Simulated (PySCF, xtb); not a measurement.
C5H14Cl2GeSi, SMILES [SiH](C[CH2][Ge]([CH3])([CH3])[CH3])(Cl)Cl.

GFN2-xTB in xtb at its own geometry gives an orbital gap of 5.42 eV and a dipole moment of 2.52 D.

Geometry: PBE0-D3(BJ)/def2-SVP. The structure was generated by enumeration, and PubChem lists no compound with its InChIKey, so it may never have been made. The values are those of a single conformer.

Problem. What does ωB97X/def2-SVP run with PySCF give? (The exact figures need the calculation; the answer reports its results.)

Solution. gap 12.79 eV (levels -9.89 and 2.90 eV), dipole 2.59 D.
